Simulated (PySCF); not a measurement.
A species of formula C5H16FNSi2 has this rotational fingerprint, computed with PBE0/pcSseg-1 in PySCF (dipole) on a GFN2-xTB geometry, gas phase:

| Quantity | Value |
| --- | --- |
| Rotational constants | A = 2637, B = 438.2, C = 396.6 MHz |
| Dipole components | \|μa\| = 1.21 D, \|μb\| = 0.82 D, \|μc\| = 0.79 D |
| Inertial defect | -70.69 u·Å² |
| κ | -0.96 |

Question: Which candidate fits, each taken in the one conformer that was computed?
A. `[CH3:1][NH:2][C:3]([CH3:4])([CH3:5])[SiH2:6][SiH2:7][CH2:8][F:9]` with C1–N2–C3–C4 53°, N2–C3–Si6–Si7 -47°, C3–Si6–Si7–C8 65°, Si6–Si7–C8–F9 49°
B. `[CH3:1][C@H:2]([F:3])[CH2:4][CH2:5][NH:6][CH:7]([SiH3:8])[SiH3:9]` with C1–C2–C4–C5 176°, C2–C4–C5–N6 69°, C4–C5–N6–C7 170°, C5–N6–C7–Si8 57°
C. `[CH3:1][NH:2][C:3]([CH3:4])([CH3:5])[CH2:6][SiH2:7][SiH2:8][F:9]` with C1–N2–C3–C4 64°, N2–C3–C6–Si7 53°, C3–C6–Si7–Si8 -39°, C6–Si7–Si8–F9 -56°
D. `[CH3:1][N:2]([CH3:3])[SiH2:4][C@@H:5]([F:6])[CH2:7][CH2:8][SiH3:9]` with C1–N2–Si4–C5 165°, N2–Si4–C5–F6 87°, Si4–C5–C7–C8 -54°, C5–C7–C8–Si9 -175°
E. `[CH3:1][CH2:2][NH:3][C:4]([CH3:5])([CH3:6])[SiH2:7][SiH2:8][F:9]` with C1–C2–N3–C4 -83°, C2–N3–C4–C5 -57°, N3–C4–Si7–Si8 43°, C4–Si7–Si8–F9 134°

Answer: D. It is CN(C)[SiH2][C@@H](F)CC[SiH3], a near-prolate asymmetric top, point group C1. The candidates at the same level (rigid rotor, commonest isotopes):

```json
{"SMILES": "CNC(C)(C)[SiH2][SiH2]CF", "A (MHz)": "1471", "B (MHz)": "750.1", "C (MHz)": "637.3", "μa (D)": "1.88", "μb (D)": "0.66", "μc (D)": "1.11", "Δ (u·Å²)": "-224.32", "point group": "C1", "rotor": "asymmetric top"}
{"SMILES": "CN(C)[SiH2][C@@H](F)CC[SiH3]", "A (MHz)": "2637", "B (MHz)": "438.2", "C (MHz)": "396.6", "μa (D)": "1.21", "μb (D)": "0.82", "μc (D)": "0.79", "Δ (u·Å²)": "-70.69", "point group": "C1", "rotor": "near-prolate asymmetric top"}
{"SMILES": "CNC(C)(C)C[SiH2][SiH2]F", "A (MHz)": "1493", "B (MHz)": "885.3", "C (MHz)": "686.4", "μa (D)": "3.10", "μb (D)": "0.07", "μc (D)": "0.31", "Δ (u·Å²)": "-173.05", "point group": "C1", "rotor": "asymmetric top"}
{"SMILES": "C[C@H](F)CCNC([SiH3])[SiH3]", "A (MHz)": "1913", "B (MHz)": "493.7", "C (MHz)": "419.7", "μa (D)": "0.61", "μb (D)": "0.94", "μc (D)": "0.77", "Δ (u·Å²)": "-83.55", "point group": "C1", "rotor": "near-prolate asymmetric top"}
{"SMILES": "CCNC(C)(C)[SiH2][SiH2]F", "A (MHz)": "1449", "B (MHz)": "742.8", "C (MHz)": "594.6", "μa (D)": "2.06", "μb (D)": "0.92", "μc (D)": "0.01", "Δ (u·Å²)": "-179.28", "point group": "C1", "rotor": "asymmetric top"}
```

`CNC(C)(C)[SiH2][SiH2]CF` has B 71 % too high; `C[C@H](F)CCNC([SiH3])[SiH3]` has A 27 % too low; `CCNC(C)(C)[SiH2][SiH2]F` has B 69 % too high; `CNC(C)(C)C[SiH2][SiH2]F` has B 102 % too high. No structure here is proved a minimum.
